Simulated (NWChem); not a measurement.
# 1,2,4-triazole (C$_{2}$H$_{3}$N$_{3}$); SMILES c1nc[nH]n1

Results from NWChem. Pople sets run with spherical d functions. The geometry was optimised at PBE0/def2-SVP. Solvent water, SMD (1 M gas to 1 M solution), gas-phase geometry.

**Question.** Taking PBE0/6-311++G** as the yardstick, which of these has the fewest basis functions while keeping “solvation free energy (kcal/mol)” within 0.5 kcal/mol of it: PBE0/6-31G*; PBE0/STO-3G; PBE0/3-21G; PBE0/6-311G**; PBE0/6-31+G*?

**Answer.** PBE0/3-21G (a larger set in the list lies outside the tolerance).
```json
[
 {"level": "PBE0/STO-3G", "basis functions": "28", "solvation free energy (kcal/mol)": "-7.7", "relative time (rough)": "1"},
 {"level": "PBE0/3-21G", "basis functions": "51", "solvation free energy (kcal/mol)": "-11.3", "relative time (rough)": "1"},
 {"level": "PBE0/6-31G*", "basis functions": "76", "solvation free energy (kcal/mol)": "-10.7", "relative time (rough)": "4"},
 {"level": "PBE0/6-31+G*", "basis functions": "96", "solvation free energy (kcal/mol)": "-11.7", "relative time (rough)": "7"},
 {"level": "PBE0/6-311G**", "basis functions": "108", "solvation free energy (kcal/mol)": "-10.9", "relative time (rough)": "7"},
 {"level": "PBE0/6-311++G**", "basis functions": "131", "solvation free energy (kcal/mol)": "-11.5", "relative time (rough)": "10"}
]
```

The yardstick is one finite set, not the basis-set limit.
